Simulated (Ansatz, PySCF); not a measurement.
CH7FO2Si2, SMILES O[Si](O)(F)C[SiH3]. Atoms are numbered in the order given.

```xyz
13

O      1.5963     1.3122     1.0494
Si     0.6436     0.4717    -0.0062
O      1.2743    -1.0370    -0.1593
F      0.7227     1.2630    -1.4252
C     -1.1315     0.2973     0.4661
Si    -1.8925    -1.3846     0.0657
H      1.6075     2.2698     0.9677
H      2.2292    -1.1165    -0.2392
H     -1.2329     0.4708     1.5504
H     -1.7141     1.0813    -0.0454
H     -1.2945    -2.4497     0.9207
H     -3.3645    -1.3368     0.3321
H     -1.6893    -1.7256    -1.3734
```
Charge 0, spin multiplicity 1.

Geometry optimised at PBE0-D3(BJ)/def2-SVP. The structure was generated by enumeration, and PubChem lists no compound with its InChIKey, so it may never have been made. The values are those of a single conformer.

Two levels are set side by side: PBE-D3(BJ)/def2-SVP (Ansatz, a quantum-chemistry and plane-wave program) and PBE0-D3(BJ)/def2-SVP (Ansatz). Each level has its own optimised geometry; the coordinates shown are those of the second. Frequencies come from the Hessian of PySCF at each geometry. Differences are taken from unrounded values.

```csv
quantity,PBE0-D3(BJ)
mean bond length (Å),1.439
bond O1–Si2 (Å),1.652
bond Si2–O3 (Å),1.642
bond Si2–F4 (Å),1.627
bond Si2–C5 (Å),1.845
bond C5–Si6 (Å),1.889
bond O1–H7 (Å),0.961
bond O3–H8 (Å),0.962
bond C5–H9 (Å),1.103
bond C5–H10 (Å),1.103
bond Si6–H11 (Å),1.491
bond Si6–H12 (Å),1.497
bond Si6–H13 (Å),1.493
highest harmonic wavenumber (cm⁻¹),3944
mean harmonic wavenumber (cm⁻¹),1122
zero-point energy (kcal/mol),52.94
```

Problem. What does PBE-D3(BJ) give, and how far is it from PBE0-D3(BJ)? (Estimate from the structure and the level; the computed values follow.)

Solution. 
```json
[
 {"quantity": "mean bond length (Å)", "PBE-D3(BJ)": "1.451", "PBE-D3(BJ) minus PBE0-D3(BJ)": "0.012"},
 {"quantity": "bond O1–Si2 (Å)", "PBE-D3(BJ)": "1.670", "PBE-D3(BJ) minus PBE0-D3(BJ)": "0.018"},
 {"quantity": "bond Si2–O3 (Å)", "PBE-D3(BJ)": "1.660", "PBE-D3(BJ) minus PBE0-D3(BJ)": "0.017"},
 {"quantity": "bond Si2–F4 (Å)", "PBE-D3(BJ)": "1.643", "PBE-D3(BJ) minus PBE0-D3(BJ)": "0.016"},
 {"quantity": "bond Si2–C5 (Å)", "PBE-D3(BJ)": "1.859", "PBE-D3(BJ) minus PBE0-D3(BJ)": "0.014"},
 {"quantity": "bond C5–Si6 (Å)", "PBE-D3(BJ)": "1.901", "PBE-D3(BJ) minus PBE0-D3(BJ)": "0.012"},
 {"quantity": "bond O1–H7 (Å)", "PBE-D3(BJ)": "0.973", "PBE-D3(BJ) minus PBE0-D3(BJ)": "0.011"},
 {"quantity": "bond O3–H8 (Å)", "PBE-D3(BJ)": "0.973", "PBE-D3(BJ) minus PBE0-D3(BJ)": "0.011"},
 {"quantity": "bond C5–H9 (Å)", "PBE-D3(BJ)": "1.111", "PBE-D3(BJ) minus PBE0-D3(BJ)": "0.008"},
 {"quantity": "bond C5–H10 (Å)", "PBE-D3(BJ)": "1.110", "PBE-D3(BJ) minus PBE0-D3(BJ)": "0.008"},
 {"quantity": "bond Si6–H11 (Å)", "PBE-D3(BJ)": "1.501", "PBE-D3(BJ) minus PBE0-D3(BJ)": "0.010"},
 {"quantity": "bond Si6–H12 (Å)", "PBE-D3(BJ)": "1.507", "PBE-D3(BJ) minus PBE0-D3(BJ)": "0.011"},
 {"quantity": "bond Si6–H13 (Å)", "PBE-D3(BJ)": "1.503", "PBE-D3(BJ) minus PBE0-D3(BJ)": "0.010"},
 {"quantity": "highest harmonic wavenumber (cm⁻¹)", "PBE-D3(BJ)": "3774", "PBE-D3(BJ) minus PBE0-D3(BJ)": "-170"},
 {"quantity": "mean harmonic wavenumber (cm⁻¹)", "PBE-D3(BJ)": "1085", "PBE-D3(BJ) minus PBE0-D3(BJ)": "-37"},
 {"quantity": "zero-point energy (kcal/mol)", "PBE-D3(BJ)": "51.20", "PBE-D3(BJ) minus PBE0-D3(BJ)": "-1.75"}
]
```

GGA bonds tend to be longer and softer than those of functionals with exact exchange. Differences between two approximate levels are no errors against the true value.
